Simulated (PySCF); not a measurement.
## Correlation energy of Cl⁺ (chlorine, charge +1)

[Ne] 3s2 3p4, high-spin 3P determinant. Calculation: PySCF 2.14, in cc-pV(T+d)Z (5s4p3d1f, 39 functions); the non-relativistic Hamiltonian (point nucleus). Frozen: [Ne]; 6 electrons correlated.

MP2 pair energies summed by pair of shells (mhartree):

```tsv
pair	energy	share (%)
3p-3p	-57.77	46.6
3s-3p	-56.60	45.7
3s-3s	-9.61	7.8
```

Total MP2 correlation energy: -123.97 mhartree.

Same-spin part -28.62 and opposite-spin part -95.35 mhartree; SCS-MP2 scales them by 1/3 and 6/5 to -123.96 mhartree.

```
  level  correlation energy (mhartree)
   CCSD                        -149.11
    (T)                          -4.41
CCSD(T)                        -153.52
```

Diagnostics: T1 = 0.0088, D1 = 0.0284, largest double amplitude 0.052.

Cost of the coupled-cluster step: 0.5 s of wall time on 1 thread of Neoverse-V2 (shared host), for 6 correlated electrons.
